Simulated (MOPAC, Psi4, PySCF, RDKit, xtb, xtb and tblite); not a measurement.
Two geometries of C₂H₁₀O₂Si₂, SMILES [SiH3]OCCO[SiH3], relaxed at GFN2-xTB with one dihedral held; other torsions can differ between them too.

Structure A

```
16

Si     2.8526    -0.7728     0.2108
O      1.4097    -0.6265    -0.5248
C      0.3252    -1.4880    -0.4739
C     -0.5374    -1.2894     0.8045
O     -0.0452    -0.2917     1.6310
Si    -0.2452     1.3171     1.5039
H      2.7919    -0.7231     1.6699
H      3.4550    -2.0587    -0.1697
H      3.5093     0.3737    -0.3967
H     -0.2849    -1.2780    -1.3600
H      0.6601    -2.5300    -0.5276
H     -1.5716    -1.0717     0.5143
H     -0.5340    -2.2146     1.3922
H      0.3677     1.9080     0.3163
H      0.3896     1.7016     2.7545
H     -1.6836     1.6186     1.4637
```

Structure B

```
16

Si    -1.7922     0.6525     0.6787
O     -1.3752    -0.4983    -0.3804
C     -0.6081    -1.6537    -0.2994
C      0.9037    -1.3774    -0.2950
O      1.4840    -1.5287     0.9581
Si     1.5213    -0.6235     2.2991
H     -0.6556     1.4835     1.0854
H     -2.4045     0.0760     1.8792
H     -2.7407     1.3681    -0.1607
H     -0.8695    -2.2603    -1.1732
H     -0.8550    -2.2201     0.6065
H      1.0671    -0.3629    -0.6779
H      1.4102    -2.0871    -0.9581
H      0.2162    -0.5413     2.9607
H      2.4848    -1.4124     3.0511
H      1.9875     0.7362     2.0122
```

Task: Which is lower in energy at the level wB97X-D/def2-TZVP // GFN2-xTB (Psi4 1.11), and by how much?

Result: B is lower, by 11.30 kJ/mol (dihedral O2–C3–C4–O5: 0° in A, 105° in B).

E(B) − E(A) in kJ/mol at the other levels, on the same two geometries: GFN2-xTB (xtb and tblite) -10.78; MMFF94 // GFN2-xTB (RDKit) -1.79; PBE0/def2-TZVP // GFN2-xTB (Psi4) -10.13; PBE0-D3(BJ)/def2-TZVP // GFN2-xTB (Psi4) -10.07; PBE/def2-TZVP // GFN2-xTB (Psi4) -10.17; PBE-D3(BJ)/def2-TZVP // GFN2-xTB (Psi4) -10.07; UFF // GFN2-xTB (RDKit) 63.27; PM6, restricted, heats of formation // GFN2-xTB (MOPAC) -32.97; PM3, restricted, heats of formation // GFN2-xTB (MOPAC) -5.86; GFN1-xTB // GFN2-xTB (xtb) -36.70; restricted B3LYP/6-31G*, spherical d, density fitting // GFN2-xTB (PySCF) -7.96; restricted BP86/6-31G*, spherical d, density fitting // GFN2-xTB (PySCF) -7.87; restricted MP2 (frozen core)/6-31G*, spherical d // GFN2-xTB (PySCF) -5.96; restricted B3LYP/3-21G // GFN2-xTB (PySCF) -5.06.
